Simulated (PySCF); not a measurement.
# Simulated absorption spectrum

Species: C6H7FN2O.
SMILES: `[C@@]1(C(=O)NCCC1)(C#N)F`

Theory: TDDFT B3LYP/def2-SVPD, vertical, gas phase, core orbitals frozen in the response in PySCF. Isolated species at its PBE0-D3(BJ)/def2-SVP geometry (one conformer only).

Computed states:

```
state  E (eV)       f
   S1    5.04  0.0016
   S2    6.07   0.061
   S3    6.59   0.011
   S4    6.70  0.0088
   S5    6.82  0.0005
   S6    6.95  0.0032
   S7    7.19  0.0029
   S8    7.22   0.021
   S9    7.46   0.016
  S10    7.54   0.038
```

Broadening: Gaussians 0.25 eV wide at half height, area fixed by f = 4.319×10⁻⁹ ∫ε dν̃. The cross-section is σ = 3.8235×10⁻²¹ ε cm², given in Mb (10⁻¹⁸ cm²). The width is an assumption, not a result. The curve ends short of the highest state used, and states not computed would add to its high-energy end.

(1) What does the envelope look like, and where are its maxima?

(2) Coming from long wavelengths, where does ε first pass 100 L mol⁻¹ cm⁻¹?

(3) On this curve, what absorbance would a 10⁻⁴ mol/L sample give at 193 nm over a 1 cm path?

Answers

(1) 
(E (eV), σ (Mb)): (4.67, 0.00), (4.72, 0.01), (4.77, 0.02), (4.83, 0.09), (4.88, 0.20), (4.93, 0.37), (4.99, 0.57), (5.04, 0.64), (5.09, 0.58), (5.14, 0.42), (5.20, 0.21), (5.25, 0.10), (5.30, 0.03), (5.36, 0.01), (5.41, 0.00), (5.46, 0.00), (5.51, 0.00), (5.57, 0.00), (5.62, 0.00), (5.67, 0.02), (5.73, 0.15), (5.78, 0.61), (5.83, 1.97), (5.89, 6.00), (5.94, 11.90), (5.99, 18.92), (6.04, 24.09), (6.10, 24.03), (6.15, 18.79), (6.20, 11.77), (6.26, 5.04), (6.31, 2.07), (6.36, 1.04), (6.42, 1.46), (6.47, 2.71), (6.52, 4.41), (6.57, 6.03), (6.63, 7.05), (6.68, 6.79), (6.73, 5.71), (6.79, 4.05), (6.84, 2.93), (6.89, 2.30), (6.94, 2.12)

Maxima: 246 nm (5.04 eV), ε about 170, made up of S1 (100%); 204 nm (6.07 eV), ε about 6500, made up of S2 (100%); 187 nm (6.64 eV), ε about 1900, made up of S3 (56%) and S4 (43%) (ε in L mol⁻¹ cm⁻¹; maxima over ε = 5, shares over 10%). At its high-energy end, 6.94 eV, the curve is still rising (ε about 560, from S4, S6 and S8).

(2) At about 251 nm (4.93 eV), 0.11 eV below S1.

(3) 193 nm is 6.424 eV, where ε is about 400 L mol⁻¹ cm⁻¹, so A = ε c l ≈ 0.04 (Beer–Lambert, with the gas-phase spectrum and the assumed width).

All these states lie below the vertical ionisation energy of 10.04 eV (ΔSCF).

Time: 10 min of wall time; peak memory 1.0 GiB. Hardware: one thread, Arm Neoverse N1 (aarch64), shared host with 64 logical CPUs at a one-minute load of 60.
